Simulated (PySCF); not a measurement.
C₂H₆Al, SMILES [CH3][Al][CH3], multiplicity 2. Geometry: PBE-D3(BJ)/def2-TZVP. The multiplicity is an assumed one; other spin states were not compared. The isomer is the one that the SMILES or the coordinates give; other isomers of the formula were not compared.

Computed equilibrium geometry at PBE-D3(BJ)/def2-TZVP (PySCF confirms it by a frequency run) as Cartesian coordinates in Å, and its point group:
point group C2v.
```xyz
9

Al     0.0000     0.0000    -0.6455
C      1.6930     0.0000     0.3891
H      1.7208     0.8875     1.0445
H      2.6009     0.0000    -0.2280
H      1.7208    -0.8875     1.0445
C     -1.6930     0.0000     0.3891
H     -1.7208     0.8875     1.0445
H     -1.7208    -0.8875     1.0445
H     -2.6009     0.0000    -0.2280
```
Charge 0, spin multiplicity 2.
